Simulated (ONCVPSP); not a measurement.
## u(r) = r·R(r): atom against pseudo-atom (Cd)

Columns: radius, all-electron u(r) and pseudo u(r) of the 4p shell (level -80.80 eV) of cadmium in the configuration [Ar] 3d10 4s2 4p6 4d10 5s0.5; PW91, scalar-relativistic, ONCV scheme, ONCVPSP 4.0.1.

```tsv
r (bohr)	all-electron	pseudo
0.080	0.3932	0.0259
0.160	-0.2061	0.1013
0.240	-0.6177	0.2188
0.320	-0.5324	0.3675
0.400	-0.1644	0.5330
0.480	0.2694	0.6995
0.560	0.6460	0.8518
0.640	0.9191	0.9764
0.720	1.0851	1.0641
0.800	1.1596	1.1104
0.880	1.1644	1.1157
0.960	1.1213	1.0851
1.040	1.0483	1.0259
1.120	0.9591	0.9475
1.200	0.8633	0.8583
1.280	0.7675	0.7658
1.360	0.6757	0.6753
1.440	0.5903	0.5902
1.520	0.5126	0.5125
1.600	0.4428	0.4427
1.680	0.3808	0.3808
1.760	0.3264	0.3263
1.840	0.2789	0.2788
1.920	0.2377	0.2377
2.000	0.2021	0.2021
2.080	0.1715	0.1715
```

Problem. How many radial nodes do the two functions have?

Solution. The all-electron 4p function has n − l − 1 = 2; the pseudo-wave has 0, since the states of the same l below it are removed with the core.

Problem. At about which radius was the pseudo-wave matched?

Solution. 1.60 bohr. The columns agree to 0.0005 from 1.36 bohr on; several derivatives are matched, so the curves merge somewhat inside the radius.

Problem. Is the pseudo-wave norm-conserving?

Solution. Yes: the ONCV scheme keeps the norm inside the radius equal to the all-electron one, which fixes the energy derivative of the logarithmic derivative at the level.
